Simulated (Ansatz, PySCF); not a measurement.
Dimer: C2H4 (SMILES C=C) (first 6 atoms) with CH4O (SMILES CO); geometry from B3LYP-D3(BJ)/def2-TZVP, rigid monomers moved along the line of their centres of mass till C1···H12 is 2.80 Å.
(charge 0, multiplicity 1):
```json
[
 {"atom": "C", "x (Å)": "0.7019", "y (Å)": "0.2081", "z (Å)": "0.0238"},
 {"atom": "C", "x (Å)": "-0.6063", "y (Å)": "0.0269", "z (Å)": "-0.1008"},
 {"atom": "H", "x (Å)": "1.1658", "y (Å)": "1.1668", "z (Å)": "-0.1740"},
 {"atom": "H", "x (Å)": "1.3615", "y (Å)": "-0.5962", "z (Å)": "0.3268"},
 {"atom": "H", "x (Å)": "-1.0691", "y (Å)": "-0.9328", "z (Å)": "0.0955"},
 {"atom": "H", "x (Å)": "-1.2663", "y (Å)": "0.8298", "z (Å)": "-0.4059"},
 {"atom": "C", "x (Å)": "-0.2399", "y (Å)": "-0.6028", "z (Å)": "4.0627"},
 {"atom": "O", "x (Å)": "-0.3720", "y (Å)": "0.7177", "z (Å)": "3.5657"},
 {"atom": "H", "x (Å)": "-1.0159", "y (Å)": "-1.2725", "z (Å)": "3.6729"},
 {"atom": "H", "x (Å)": "-0.3465", "y (Å)": "-0.5517", "z (Å)": "5.1458"},
 {"atom": "H", "x (Å)": "0.7415", "y (Å)": "-1.0358", "z (Å)": "3.8346"},
 {"atom": "H", "x (Å)": "-0.2797", "y (Å)": "0.6883", "z (Å)": "2.6052"}
]
```

Counterpoise-corrected where a basis set is named; no monomer relaxation.

Frozen-core correlation.

Programs: Ansatz (a quantum-chemistry and plane-wave program); PySCF for the dispersion terms. 

Q: Predict the interaction energy from PBE/def2-TZVPPD.

A: -2.1 kcal/mol
